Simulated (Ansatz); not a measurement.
Stepwise reaction of `N[SiH](F)[SiH2]F` with hydrogen, as a gas-phase model of exchange steps in deposition or etching. ΔE in kJ/mol.

Calculated with Ansatz (gas phase, PBE0-D4/def2-TZVP geometries, no zero-point term in ΔE). CBS: MP2 limit from def2 TZ/QZ plus the TZ coupled-cluster correction, frozen cores. This one scheme is used for every species. Functionals use def2-TZVPP. B3LYP here is the variant with VWN-RPA as its local correlation; programs differ in this. One conformer a species, not always the lowest.

```json
{"step": "1", "reaction": "`N[SiH](F)[SiH2]F` + H₂ → `N[SiH2][SiH2]F` + H–F", "PBE-D4": "126.9", "B3LYP-D4": "135.4", "ωB97M-V": "135.1", "CCSD(T)/CBS": "130.5"}
```

(1) Give the row of step 2, `N[SiH2][SiH2]F` + H₂ → `N[SiH2][SiH3]` + H–F. (Estimate.)

(2) By hand: ΔE of the 2 steps together at CCSD(T)/CBS.

Results:

(1) The calculation gave: 
```csv
step,reaction,PBE-D4,B3LYP-D4,ωB97M-V,CCSD(T)/CBS
2,`N[SiH2][SiH2]F` + H₂ → `N[SiH2][SiH3]` + H–F,91.9,102.3,100.6,97.3
```

(2) (130.5) + (97.3) = 227.8 kJ/mol, or 113.9 kJ/mol a step.

In ΔE each step is lower than the one before. All are uphill at CCSD(T)/CBS. PBE-D4 differs from CCSD(T)/CBS by -5.4 to -3.6 kJ/mol a step. Isolated molecules leave out the surface, adducts and barriers. Largest T1 diagnostic: 0.012.
